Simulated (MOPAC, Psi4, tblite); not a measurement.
Dimer O2S ··· H2Se (SMILES O=S=O and [SeH2]) at R = 3.93 Å between the centres of mass, closest contact 2.58 Å (lowest of the rigid-body minima from ten starts at GFN2-xTB). Geometry in Å and degrees:

```
O
S 1 1.4386
O 2 1.4386 1 118.87
Se 1 2.6744 2 146.66 3 -171.74
H 4 1.4704 1 161.47 2 179.59
H 4 1.4704 5 91.29 1 3.94
```

Computed with: GFN2-xTB (tblite); SAPT0/jun-cc-pVDZ, frozen core (Psi4); BLYP/def2-TZVP, counterpoise-corrected (Psi4); BLYP-D3(BJ)/def2-TZVP, counterpoise-corrected (Psi4); PBE/def2-TZVP, counterpoise-corrected (Psi4); PBE-D3(BJ)/def2-TZVP, counterpoise-corrected (Psi4); HF/aug-cc-pVDZ, counterpoise-corrected (Psi4); MP2/aug-cc-pVDZ = DF-MP2/aug-cc-pVDZ, frozen core, counterpoise-corrected (Psi4); SCS-MP2/aug-cc-pVDZ = DF-SCS-MP2/aug-cc-pVDZ, frozen core, counterpoise-corrected in Psi4; AM1, restricted, heats of formation (MOPAC); PM3, restricted, heats of formation (MOPAC).

What interaction energy does each level give?


| method | E_int / kcal/mol |
|---|---|
| GFN2-xTB | -6.28 |
| PM3 | -4.58 |
| AM1 | -0.58 |
| SAPT0/jun-cc-pVDZ | 1.05 |
| PBE-D3(BJ)/def2-TZVP | 1.13 |
| BLYP-D3(BJ)/def2-TZVP | 1.27 |
| MP2/aug-cc-pVDZ | 2.13 |
| PBE/def2-TZVP | 2.17 |
| SCS-MP2/aug-cc-pVDZ | 2.89 |
| BLYP/def2-TZVP | 3.57 |
| HF/aug-cc-pVDZ | 4.80 |
